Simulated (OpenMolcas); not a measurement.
W4+ (d2) on a cation site of an ionic host was computed by SS-CASPT2, IPEA 0.25 Eh, imaginary shift 0.1 Eh with the d shell active (OpenMolcas, ANO-RCC-VDZP on the metal). Its lowest spin-free states, and all those of the highest spin:

```
2S+1  Degeneracy  E (cm-1)
   3           3         0
   1           3      8120
   1           2      8140
   1           1     19290
   3           3     40050
   3           3     46980
   1           3     48360
   1           3     50610
   3           1     81630
   1           2     89280
   1           1     98550
```

Problem. Is the site octahedral, tetrahedral or cube-like, axial, or of lower symmetry?

Solution. The states with 2S+1 = 3 have orbital degeneracies 3, 3, 3, 1. Threefold states need a cubic site. For d2 at this spin an octahedron puts the threefold T1 below the threefold T2 and a tetrahedron or cube puts the single A2 below the threefold T2, so the site is octahedral. The run had W4+ with its 6 nearest fluoride ions at 1.912 Å, on the Ge site of Cs2GeF6 (a = 9.021 Å, distance in the model lattice 1.804 Å). The rest of the host is ab initio model potentials to 7.6 Å and point charges beyond; the distance is set by hand and nothing relaxes. Ligand basis ANO-RCC-VDZP.

Roots that are degenerate in the reference are averaged as groups; the widest CASPT2 spread within a group is 400 cm-1 (the 3-fold group of multiplicity 1 near 50600 cm-1 above the lowest state of its run). Shifts and gaps below about the spread of the groups concerned are not significant. Over all roots computed the reference weight is 0.72 to 0.73; a low but even weight reflects the number of correlated electrons. An orbital triplet at a regular site is open to Jahn-Teller coupling, which can distort the site and quench the lowest spin-orbit gaps and is left out. The least metal-like active orbital is 74 % on the metal (Löwdin) and no ligand orbital is active, so the numbers are rough. Ligand-to-metal charge-transfer states are missing. With no ligand orbital active B as a rule stays too high, so bands that hang on it stand too high and its fall with covalency is understated. With one d shell and no ligand orbital active, 10Dq can be off by a tenth or more. No measured value stands beside these numbers; the geometry was set by hand and not optimised.
